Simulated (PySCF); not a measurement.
**Calculated NMR parameters of CC(C)O[Si@@H]([SiH3])P**

| Property | Result |
| --- | --- |
| Formula | C3H13OPSi2 |
| SMILES | CC(C)O[Si@@H]([SiH3])P |
| InChI | InChI=1S/C3H13OPSi2/c1-3(2)4-7(5)6/h3,7H,5H2,1-2,6H3/t7-/m1/s1 |
| Point group of the computed structure | C1 |
| Carbon signals | 3 |
| Proton signals | 6 |

Mapped SMILES: `[CH3:1][CH:2]([CH3:3])[O:4][Si@@H:5]([SiH3:6])[PH2:7]`. Each H is labelled by its parent atom.

How the numbers were obtained: shieldings: GIAO HF/pcSseg-1, geometry: PBE0-D3(BJ)/def2-SVP, in PySCF (non-relativistic Hamiltonian, no solvent model, equivalent nuclei averaged, a single conformation).

Shifts are taken against calculated references (same method and geometry level): TMS for 1H (31.69 ppm), 13C (190.85 ppm), 29Si (393.43 ppm); 31P (356.22 ppm) against H3PO4; H2O for 17O (333.31 ppm).

```tsv
carbon	δC, type	δH (multiplicity)	HMBC from (2–3 bonds)	span of the C tensor (ppm)
C1	24.4, CH3	1.18 (d)	H(C2), H(C3)	35
C2	61.8, CH	2.96 (m)	H(Si5), H(C3), H(C1)	59
C3	26.0, CH3	1.26 (d)	H(C2), H(C1)	42
```

Other nuclei:
| atoms | nucleus | environment | δ (ppm) | σ (ppm) |
| --- | --- | --- | --- | --- |
| H(Si5) | 1H | hydrogen on a silicon bonded to O, P, Si | 4.84 | 26.84 |
| H(Si6) | 1H | hydrogen on a silicon bonded to Si | 3.37 | 28.31 |
| H(P7) | 1H | hydrogen on a phosphorus bonded to Si | 1.38 | 30.30 |
| P7 | 31P | phosphorus bonded to Si, 2 H | -247.5 | 603.7 |
| Si5 | 29Si | silicon bonded to O, P, Si, H | -2.1 | 395.6 |
| Si6 | 29Si | silicon bonded to Si, 3 H | -90.7 | 484.1 |
| O4 | 17O | oxygen bonded to C, Si | 28.2 | 305.1 |

δC 61.8: sp3 CH bonded to O; pulled downfield by the heteroatom. δC 26.0, 24.4: methyl carbon; saturated and bonded to C and H only. δH 3.37: hydrogen on a silicon bonded to Si. δH 2.96: hydrogen on an sp3 CH bonded to O; its carbon carries O, an electronegative neighbour. δH 1.38: hydrogen on a phosphorus bonded to Si.

Splittings by 31P in the carbon and heteronuclear signals aren't shown, as no couplings were computed. Shifts are as computed. Against solution values, carbons near 30 ppm lie about -0 ppm off and those near 130 ppm about +7 ppm. Of 1211 compounds with measured shifts, 218 miss one by over three times the rms of a fit or turn the order of signals round; such compounds aren't used in these exercises. Experimental scales use liquid or dissolved standards, which lie at an offset from isolated H2O (liquid H2O: subtract about 36 ppm) and H3PO4. No couplings were computed; multiplicities are counted from neighbouring protons, with m where these are inequivalent, close in shift, in a saturated or five-membered ring or joined by F or P, and br s for small geminal =CH2 splittings.
